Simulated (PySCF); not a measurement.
## Core binding energy against partial charge

Compound: 2-penten-4-olide, C5H6O2.
Cartesian coordinates in Å at the PBE0-D3(BJ)/def2-SVP level; atoms count from 1:
```xyz
13
C5H6O2 angstrom
C      1.957   -0.004   -0.081
C      0.561    0.354   -0.554
C     -0.371   -0.813   -0.685
C     -1.424   -0.622    0.112
C     -1.252    0.676    0.809
O     -1.962    1.219    1.602
O     -0.071    1.208    0.384
H      2.463   -0.642   -0.821
H      2.553    0.908    0.059
H      1.908   -0.543    0.876
H      0.623    0.897   -1.516
H     -0.172   -1.664   -1.339
H     -2.289   -1.263    0.273
```

Binding energies: delta-SCF UKS SCAN, pcX-2 on the ionised atom, pcseg-1 elsewhere, spin-free X2C in PySCF. Charges: PBE0/pcSseg-1 ground-state density, for the ionised atom.

```csv
atom,environment,C 1s (eV),Mulliken (e),IAO (e),Hirshfeld (e),ESP (e)
C4,alkene CH carbon,291.20,-0.185,-0.220,-0.058,-0.342
C1,methyl carbon,291.30,-0.228,-0.418,-0.115,-0.515
C3,alkene CH carbon,291.43,-0.105,-0.129,-0.023,-0.288
C2,sp3 carbon bound to oxygen,293.03,+0.036,+0.087,+0.051,+0.531
C5,ester carbonyl carbon,294.40,+0.519,+0.507,+0.188,+0.758
```

Question: Give the correlation coefficient and slope of binding energy on charge for each scheme.

Answer: ESP: r = 0.97, slope 2.4 eV per e; Mulliken: r = 0.96, slope 4.5 eV per e; Hirshfeld: r = 0.96, slope 11.5 eV per e; IAO: r = 0.96, slope 3.8 eV per e. On 5 points no scheme stands out.

Question: The point-charge model writes a binding energy as kq + V + constant, with V the potential of the other atoms' charges at the site. What does it give with the Mulliken charges?

Answer: V = Σ 14.40 eV Å × q/r over all other atoms: +2.70 eV at C4, +4.40 eV at C1, +1.23 eV at C3, -1.25 eV at C2, -8.92 eV at C5. Fitting binding energy − V to q gives k = 21.6 eV per e and leaves an rms residual of 0.57 eV, against 0.34 eV for the fit on q alone. The model has no term for differences in relaxation between sites.

Isolated species at its PBE0-D3(BJ)/def2-SVP geometry, gas phase.
